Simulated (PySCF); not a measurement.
**Electric field gradients and quadrupole coupling constants**

C₅H₁₀O₃Si.
Z-matrix (Å and degrees, GFN2-xTB geometry), rows numbered from 1:
```
C 
O   1  1.3955
Si  2  1.6183  1  128.53
C   3  1.9023  2  102.31  1  -179.32
C   4  1.5007  3  108.93  2   -57.04
C   5  1.2994  4  120.64  3   133.21
O   6  1.1777  5  174.87  4    10.41
O   5  1.3882  4  113.60  3   -43.38
C   8  1.4024  5  114.75  4   170.37
H   1  1.0921  2  110.81  3   -62.12
H   1  1.0921  2  110.81  3    58.35
H   1  1.0906  2  108.07  3   178.09
H   3  1.4699  2  111.52  1   -62.97
H   3  1.4618  2  112.54  1    59.44
H   4  1.0900  3  108.66  2  -176.30
H   4  1.0874  3  112.37  2    64.79
H   9  1.0886  8  106.51  5  -178.63
H   9  1.0969  8  111.27  5    62.11
H   9  1.0965  8  111.29  5   -59.12
```

Field gradients from the PBE0/pcSseg-1 density (PySCF, non-relativistic), principal values in atomic units, ordered |Vxx| ≤ |Vyy| ≤ |Vzz|:

```csv
atom,Vxx,Vyy,Vzz
O2,-0.5385,-1.2092,1.7477
O7,0.4593,1.0725,-1.5319
O8,0.0278,1.9853,-2.0131
```

Task: Find the asymmetry η = (Vxx − Vyy)/Vzz and the couplings χ = eQV/h (234.96 MHz × Q in barn × V in au), with Q(17O) = −0.0256 b.

Result: 
```csv
atom,environment,nucleus,η,χzz (MHz),χxx (MHz),χyy (MHz)
O2,silyl ether oxygen,17O,0.38,-10.51,3.24,7.27
O7,oxygen bonded to C,17O,0.40,9.21,-2.76,-6.45
O8,ether oxygen,17O,0.97,12.11,-0.17,-11.94
```

At O8 η is above 0.9: Vyy and Vzz are nearly equal in size and opposite in sign, so a small change could swap them and flip the sign of χzz. 

Task: What is Vzz at O8 in SI units (1 au = 9.71736 × 10²¹ V/m²)?

Result: -2.0131 au = -19.562 × 10²¹ V/m².

Task: And the gradient at the other heavy atoms, for which no coupling is worked out here?

Result: 
```
atom                             environment  Vzz (au)     η
  C1                          methoxy carbon     0.411  0.05
 Si3                    oxygen-bound silicon     0.382  0.49
  C4             sp3 carbon bound to silicon     0.162  0.65
  C5  outer carbon of cumulated double bonds     0.351  0.82
  C6              central carbon of a ketene     0.638  0.36
  C9                          methoxy carbon     0.413  0.05
```

Task: What couplings would deuterons (Q(2H) = 0.00286 b) have in place of the hydrogens, at this geometry?

Result: 
```
atom  bonded to  bond length (Å)  Vzz (au)     η  χzz (kHz)
 H10         C1            1.092    0.2980  0.08        200
 H11         C1            1.092    0.2978  0.08        200
 H12         C1            1.091    0.3015  0.07        203
 H13        Si3            1.470    0.1550  0.03        104
 H14        Si3            1.462    0.1612  0.06        108
 H15         C4            1.090    0.3123  0.03        210
 H16         C4            1.087    0.3163  0.07        213
 H17         C9            1.089    0.3053  0.07        205
 H18         C9            1.097    0.2873  0.08        193
 H19         C9            1.096    0.2876  0.08        193
```

Geometry: GFN2-xTB, one conformer, isolated molecule. GFN2-xTB bond lengths can be off by several hundredths of an ångström, more for odd bonds, and the gradients follow them. A larger basis could move these couplings by a tenth or more.
